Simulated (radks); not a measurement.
Neutral boron inside a hard spherical wall (all orbitals vanish at R), configuration held at [He] 2s2 2p1 and not refilled when levels cross. Method: non-relativistic Kohn-Sham, LDA (Slater exchange, Perdew-Wang correlation), spin-polarised, spherical densities, point nucleus; open shells are filled with parallel spins first; computed with a radial shooting solver on a logarithmic mesh with Libxc functionals. Eigenvalues in eV for spin up, with the zero of energy where the potential of the charges vanishes at infinity; a dash marks a level that is unbound or too diffuse for the functional's potential to be trusted. A positive occupied level is held by the wall or, in an anion where self-interaction has pushed it up, behind a barrier. The pressure on the wall is -dE/dV.

R (bohr)  E (hartree)  kinetic (hartree)    e(1s)   e(2s)   e(2p)  e(3s, empty)  e(3p, empty)  pressure (GPa)
free        -24.35246             24.172  -178.59  -9.801  -4.098        -0.162             -               0
20          -24.35246             24.172  -178.59  -9.801  -4.098        -0.123         0.436        < 0.0001
10          -24.35238             24.172  -178.58  -9.790  -4.086         0.707         2.002         0.00229
8           -24.35160             24.179  -178.48  -9.733  -4.016         1.940         3.681          0.0374
7           -24.34960             24.193  -178.30  -9.629  -3.883         3.329         5.361           0.166
3.5         -24.07374             25.274  -170.51  -3.993   2.596        36.240        36.548            76.0
2           -21.44722             31.627  -145.40  31.014  33.413        172.83        145.77            3040
